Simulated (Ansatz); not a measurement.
```yaml
crystal:
  periodic: [false, false, false]
  atoms:
    - {symbol: Be, position_ang: [-0.642137, 1.668316, -0.573251]}
    - {symbol: Be, position_ang: [-0.642794, -1.233430, -0.012646]}
    - {symbol: Be, position_ang: [-0.049986, 0.020515, -1.914387]}
    - {symbol: Be, position_ang: [1.556691, -1.248116, 0.375278]}
    - {symbol: Be, position_ang: [0.200976, 0.917722, 1.658832]}
    - {symbol: S, position_ang: [0.924099, -1.759026, -1.383405]}
    - {symbol: S, position_ang: [0.194976, 2.633349, 0.897157]}
    - {symbol: S, position_ang: [-1.871132, 0.054337, -0.962313]}
    - {symbol: S, position_ang: [0.329316, -1.053676, 1.914715]}
basis:
  gaussian: {orbitals: x2c-TZVPPall}
total_charge: 1
magnetization: {spin_polarized: false, initial_magnetization: 1}
hamiltonian: {xc: {name: B3LYP5}}
output: {forces: true}
```

```sh
$ ansatz run in.yaml --threads 4 --pin off --events-out ev --progress --plain --max-ram 4787MiB
```

Output, abridged:

```
Functional definition: B3LYP5
1921 factors; their error is unknown
mean field evaluation 1: about -45457.4469 eV, gradient 4.9e1 eV
mean field evaluation 2: about -45455.1402 eV, gradient 5.8e1 eV
mean field evaluation 4: about -45464.1673 eV, gradient 3.3e0 eV
mean field evaluation 8: about -45464.2003 eV, gradient 9.1e-2 eV
mean field evaluation 16: about -45464.2642 eV, gradient 4.0e-4 eV
mean field -45464.26422483 eV, -1670.7808934776 hartree, gradient 4.1e-5 eV, S^2 0.750000; 0 other end points of the search recorded, 0 dependent functions left out
reference -45464.26453259 eV, -1670.7809047874 hartree; 42, 41 occupied and 221, 222 virtual orbitals, 1921 factors
Total energy: -45464.26453259 eV, -1670.7809047874 hartree
Relativity: scalar
Atom 0 at    -0.642137     1.668316    -0.573251 Å, force    -0.029291     0.010541     0.128693 eV/Å
Atom 1 at    -0.642794    -1.233430    -0.012646 Å, force     0.143134     0.146194    -0.206096 eV/Å
Atom 2 at    -0.049986     0.020515    -1.914387 Å, force    -0.214731    -0.255920     0.229617 eV/Å
Atom 3 at     1.556691    -1.248116     0.375278 Å, force    -0.459597    -0.210611    -0.103697 eV/Å
Atom 4 at     0.200976     0.917722     1.658832 Å, force     0.043226     0.177060     0.047550 eV/Å
Atom 5 at     0.924099    -1.759026    -1.383405 Å, force    -0.091001     0.416343     0.482250 eV/Å
Atom 6 at     0.194976     2.633349     0.897157 Å, force    -0.169232    -0.499332    -0.112600 eV/Å
Atom 7 at    -1.871132     0.054337    -0.962313 Å, force     0.596259     0.017660     0.038284 eV/Å
Atom 8 at     0.329316    -1.053676     1.914715 Å, force     0.181235     0.198065    -0.504000 eV/Å
Dipole moment:     0.434688    -0.509542     0.035520 e Å
```

Run time 29 s (4 threads of Intel Xeon on a shared host), peak host memory 1.3 GiB.

DK, ANO-RCC and x2c sets are all-electron and run with scalar relativity unless a key says otherwise.

With spin_polarized false and unpaired electrons the run is restricted open-shell.

The dipole of an ion depends on the origin.
